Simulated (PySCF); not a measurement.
PySCF input file for GeH3, SMILES [GeH3], multiplicity 2, TDA-CAM-B3LYP/def2-TZVPD. The structure is a stationary point at ωB97X-D3(BJ)/def2-TZVPD. The isomer is the one that the SMILES or the coordinates give; other isomers of the formula were not compared.

```python
import numpy as np
from pyscf import gto, scf, dft, tdscf

mol = gto.M(
    atom='''
    Ge   -0.00000000    0.00000000    0.04070282
    H    -1.26564616   -0.73072115   -0.43416339
    H    -0.00000000    1.46144230   -0.43416340
    H     1.26564616   -0.73072116   -0.43416339
    ''',
    basis='def2-TZVPD',
    charge=0,
    spin=1,
    max_memory=1600,
    verbose=4,
)
mf = dft.UKS(mol, xc='cam-b3lyp').density_fit(auxbasis='def2-universal-jkfit')
mf.grids.level = 3
mf.conv_tol = 1e-9
mf.max_cycle = 100
mf.kernel()
fine, coarse = mf.grids, dft.Grids(mol).set(level=1).build(with_non0tab=True)
for _ in range(3):  # follow internal instabilities
    mf.grids = coarse
    mo, _, stable, _ = mf.stability(return_status=True, nroots=4)
    mf.grids = fine
    if stable:
        break
    mf.kernel(mf.make_rdm1(mo, mf.mo_occ))
mf.grids = dft.Grids(mol).set(level=1).build(with_non0tab=True)  # coarser grid for the response kernel
td = tdscf.TDA(mf)
td.nstates = 10
td.conv_tol = 1e-4
td.positive_eig_threshold = 1e-6
td.kernel(x0=td.get_init_guess(mf, 15))
td.analyze()
```

Output:

```
PySCF version 2.14.0

[INPUT] verbose = 4
[INPUT] num. atoms = 4
[INPUT] num. electrons = 35
[INPUT] charge = 0
[INPUT] spin (= nelec alpha-beta = 2S) = 1
[INPUT] symmetry False subgroup None
[INPUT] Mole.unit = angstrom
[INPUT] Symbol           X                Y                Z      unit          X                Y                Z       unit  Magmom
[INPUT]  1 Ge     0.000000000000   0.000000000000   0.040702820000 AA    0.000000000000   0.000000000000   0.076917182297 Bohr   0.0
[INPUT]  2 H     -1.265646160000  -0.730721150000  -0.434163390000 AA   -2.391724613007  -1.380862846927  -0.820449900413 Bohr   0.0
[INPUT]  3 H      0.000000000000   1.461442300000  -0.434163400000 AA    0.000000000000   2.761725693854  -0.820449919310 Bohr   0.0
[INPUT]  4 H      1.265646160000  -0.730721160000  -0.434163390000 AA    2.391724613007  -1.380862865824  -0.820449900413 Bohr   0.0

nuclear repulsion = 33.6866200052569
number of shells = 33
number of NR pGTOs = 139
number of NR cGTOs = 81
basis = def2-TZVPD
ecp = {}


[settings echo left out]
init E= -2078.05148322617
  alpha nocc = 18  HOMO = -0.160088136523244  LUMO = 0.0192467527895586
  beta  nocc = 17  HOMO = -0.373343944723534  LUMO = -0.160088136523242

WARN: HOMO -0.160088136523244 >= LUMO -0.160088136523242

cycle= 1 E= -2078.83628458305  delta_E= -0.785  |g|= 0.439  |ddm|= 1.18
  alpha nocc = 18  HOMO = -0.295713824791201  LUMO = 0.0257949728232845
  beta  nocc = 17  HOMO = -0.421688370033503  LUMO = -0.0972962299648712
  HOMO = -0.295713824791  LUMO = -0.0972962299649  gap/eV = 5.39922
cycle= 2 E= -2078.83576176749  delta_E= 0.000523  |g|= 0.474  |ddm|= 0.426
  alpha nocc = 18  HOMO = -0.275679328828268  LUMO = 0.0325943550184213
  beta  nocc = 17  HOMO = -0.407025508604139  LUMO = -0.075046579273315
  HOMO = -0.275679328828  LUMO = -0.0750465792733  gap/eV = 5.45950
cycle= 3 E= -2078.86487695889  delta_E= -0.0291  |g|= 0.00885  |ddm|= 0.222
  alpha nocc = 18  HOMO = -0.27411999253891  LUMO = 0.0341745724767417
  beta  nocc = 17  HOMO = -0.40482094093455  LUMO = -0.0689711359368728
  HOMO = -0.274119992539  LUMO = -0.0689711359369  gap/eV = 5.58238
cycle= 4 E= -2078.86500666016  delta_E= -0.00013  |g|= 0.00314  |ddm|= 0.0367
  alpha nocc = 18  HOMO = -0.27565319151266  LUMO = 0.0339799003725352
  beta  nocc = 17  HOMO = -0.405646726933809  LUMO = -0.0697609438975704
  HOMO = -0.275653191513  LUMO = -0.0697609438976  gap/eV = 5.60261
cycle= 5 E= -2078.86501583481  delta_E= -9.17e-06  |g|= 0.000833  |ddm|= 0.00666
  alpha nocc = 18  HOMO = -0.275585131671759  LUMO = 0.0340121285181434
  beta  nocc = 17  HOMO = -0.405658203949709  LUMO = -0.0695248713781007
  HOMO = -0.275585131672  LUMO = -0.0695248713781  gap/eV = 5.60719
cycle= 6 E= -2078.86501675065  delta_E= -9.16e-07  |g|= 0.000195  |ddm|= 0.00178
  alpha nocc = 18  HOMO = -0.275606589010317  LUMO = 0.0340152898134409
  beta  nocc = 17  HOMO = -0.405667182163103  LUMO = -0.0695217087419984
  HOMO = -0.27560658901  LUMO = -0.069521708742  gap/eV = 5.60786
cycle= 7 E= -2078.86501683661  delta_E= -8.6e-08  |g|= 6.14e-05  |ddm|= 0.000554
  alpha nocc = 18  HOMO = -0.275604982308781  LUMO = 0.0340116192682549
  beta  nocc = 17  HOMO = -0.405686047477864  LUMO = -0.0695232649451372
  HOMO = -0.275604982309  LUMO = -0.0695232649451  gap/eV = 5.60777
cycle= 8 E= -2078.86501684394  delta_E= -7.33e-09  |g|= 1.85e-05  |ddm|= 0.000162
  alpha nocc = 18  HOMO = -0.275603801931277  LUMO = 0.0340121661192141
  beta  nocc = 17  HOMO = -0.405687786027187  LUMO = -0.069524832305766
  HOMO = -0.275603801931  LUMO = -0.0695248323058  gap/eV = 5.60769
cycle= 9 E= -2078.86501684474  delta_E= -7.93e-10  |g|= 3.23e-06  |ddm|= 6.3e-05
  alpha nocc = 18  HOMO = -0.275603850613996  LUMO = 0.0340122370688674
  beta  nocc = 17  HOMO = -0.405687999299982  LUMO = -0.0695248503277082
  HOMO = -0.275603850614  LUMO = -0.0695248503277  gap/eV = 5.60770
Extra cycle  E= -2078.86501684475  delta_E= -1.41e-11  |g|= 1.52e-06  |ddm|= 9.04e-06
converged SCF energy = -2078.86501684475  <S^2> = 0.751531  2S+1 = 2.0015304
tot grids = 14832
uhf_internal: lowest eigs of H = [0.34805032 0.34806229 0.36802622 0.40578202]
<class 'pyscf.df.df_jk.DFUKS'> wavefunction is stable in the internal stability analysis
tot grids = 14832
Overwritten attributes  positive_eig_threshold  of <class 'pyscf.tdscf.uks.TDA'>


******** <class 'pyscf.tdscf.uks.TDA'> for <class 'pyscf.df.df_jk.DFUKS'> ********
nstates = 10
deg_eia_thresh = 1.000e-03
wfnsym = None
conv_tol = 0.0001
eigh lindep = 1e-12
eigh level_shift = 0
eigh max_cycle = 100


Excitation energies (eV)
[4.887668   4.88772238 5.06696933 5.66506188 5.66507207 6.57413595
 7.21559535 7.21562222 7.96513476 7.96514502]

** Excitation energies and oscillator strengths **
Excited State   1:      4.88767 eV    253.67 nm  f=0.0044
      17b ->   18b     -0.98828
Excited State   2:      4.88772 eV    253.66 nm  f=0.0044
      16b ->   18b     -0.98829
Excited State   3:      5.06697 eV    244.69 nm  f=0.0327
      18a ->   19a     -0.97424
      18a ->   22a      0.16109
      18a ->   27a      0.11041
Excited State   4:      5.66506 eV    218.86 nm  f=0.0383
      18a ->   20a     -0.97856
      18a ->   30a      0.13950
Excited State   5:      5.66507 eV    218.86 nm  f=0.0383
      18a ->   21a     -0.97856
      18a ->   29a      0.13951
Excited State   6:      6.57414 eV    188.59 nm  f=0.2047
      18a ->   19a      0.17352
      18a ->   22a      0.97044
Excited State   7:      7.21560 eV    171.83 nm  f=0.0669
      18a ->   23a     -0.97410
      18a ->   26a      0.14897
Excited State   8:      7.21562 eV    171.83 nm  f=0.0669
      18a ->   24a     -0.97409
      18a ->   25a     -0.14902
Excited State   9:      7.96513 eV    155.66 nm  f=0.0061
      17a ->   19a      0.30944
      17a ->   22a     -0.11168
      18a ->   23a     -0.13178
      18a ->   26a     -0.83566
      17b ->   19b     -0.29724
      17b ->   22b      0.12305
Excited State  10:      7.96515 eV    155.66 nm  f=0.0061
      16a ->   19a     -0.30946
      16a ->   22a      0.11168
      18a ->   24a      0.13180
      18a ->   25a     -0.83565
      16b ->   19b      0.29726
      16b ->   22b     -0.12304

** Transition electric dipole moments (AU) **
state          X           Y           Z        Dip. S.      Osc.
  1         0.1923      0.0000     -0.0000      0.0370      0.0044
  2        -0.0000      0.1923     -0.0000      0.0370      0.0044
  3         0.0000     -0.0000     -0.5130      0.2632      0.0327
  4        -0.5252     -0.0001     -0.0000      0.2758      0.0383
  5         0.0001     -0.5252     -0.0000      0.2758      0.0383
  6        -0.0000      0.0000      1.1274      1.2710      0.2047
  7         0.6154     -0.0000      0.0000      0.3787      0.0669
  8         0.0000      0.6154     -0.0000      0.3787      0.0669
  9         0.1773     -0.0000     -0.0000      0.0314      0.0061
 10        -0.0000     -0.1773     -0.0000      0.0314      0.0061

** Transition velocity dipole moments (imaginary part, AU) **
state          X           Y           Z        Dip. S.      Osc.
  1         0.0182      0.0000     -0.0000      0.0003      0.0012
  2        -0.0000      0.0182     -0.0000      0.0003      0.0012
  3         0.0000      0.0000     -0.1317      0.0174      0.0621
  4        -0.0597     -0.0000     -0.0000      0.0036      0.0114
  5         0.0000     -0.0597     -0.0000      0.0036      0.0114
  6        -0.0000      0.0000      0.2212      0.0489      0.1351
  7         0.1271     -0.0000      0.0000      0.0162      0.0406
  8         0.0000      0.1271     -0.0000      0.0162      0.0406
  9         0.0446     -0.0000     -0.0000      0.0020      0.0045
 10        -0.0000     -0.0446     -0.0000      0.0020      0.0045

** Transition magnetic dipole moments (imaginary part, AU) **
state          X           Y           Z
  1         0.0000     -0.8780     -0.0000
  2         0.8779      0.0000     -0.0000
  3        -0.0000     -0.0000      0.0000
  4        -0.0001      0.5242      0.0000
  5        -0.5242     -0.0001     -0.0000
  6         0.0000      0.0000     -0.0000
  7        -0.0000     -0.2653     -0.0000
  8         0.2653     -0.0000     -0.0000
  9         0.0000      0.0407      0.0000
 10         0.0407     -0.0000      0.0000
```

The calculation finished and met its thresholds.
